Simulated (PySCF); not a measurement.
Geometry:
```csv
atom,x (Å),y (Å),z (Å)
C1,2.504,0.270,0.167
C2,1.012,0.199,0.053
C3,0.255,1.270,-0.138
C4,-1.240,1.243,-0.260
C5,-1.736,-0.171,-0.517
Cl6,-3.518,-0.229,-0.327
C7,-1.075,-1.143,0.445
C8,0.424,-1.182,0.155
H9,2.968,-0.394,-0.561
H10,2.863,1.281,-0.001
H11,2.821,-0.053,1.159
H12,0.705,2.251,-0.199
H13,-1.684,1.622,0.667
H14,-1.560,1.909,-1.065
H15,-1.537,-0.466,-1.551
H16,-1.508,-2.139,0.339
H17,-1.246,-0.803,1.469
H18,0.605,-1.713,-0.786
H19,0.936,-1.741,0.941
```

Geometry: GFN2-xTB; GIAO absolute shieldings from PySCF, gas phase, non-relativistic, averaged over equivalent atoms.

At HF/pcSseg-1 (198 basis functions, 24 s wall time on 1 thread of an Arm Neoverse N1, shared host):
| atoms | σ (ppm) |
| --- | --- |
| C2 | 51.5 |
| C3 | 67.2 |
| C5 | 138.2 |
| C4 | 157.4 |
| C7 | 158.9 |
| C8 | 163.6 |
| C1 | 168.9 |
| Cl6 | 854.3 |
| H12 | 26.61 |
| H15 | 28.62 |
| H14 | 29.78 |
| H13 | 29.95 |
| H16 | 30.12 |
| H18 | 30.25 |
| H9/H10/H11 | 30.38 |
| H19 | 30.44 |
| H17 | 30.50 |

**Question.** Predict the values at PBE0/def2-SVPD on the same geometry.

**Answer.** 
```tsv
atoms	σ at PBE0/def2-SVPD	change
C2	60.3	+8.8
C3	75.6	+8.4
C5	134.7	-3.5
C4	156.0	-1.4
C7	159.3	+0.4
C8	161.1	-2.5
C1	170.8	+1.9
Cl6	811.7	-42.6
H12	26.18	-0.43
H15	27.83	-0.79
H14	29.19	-0.59
H13	29.45	-0.50
H16	29.60	-0.52
H18	29.67	-0.58
H9/H10/H11	30.13	-0.25
H19	29.80	-0.64
H17	30.02	-0.48
```

The largest change is at Cl6 (chlorine bonded to C). Cost: 255 basis functions, 73 s wall time on 1 thread of an Arm Neoverse N1, shared host. The order of the carbon signals is the same at both levels.

Carbons that carry Cl, above all several Cl atoms, come out too deshielded, partly because spin–orbit coupling is missing.
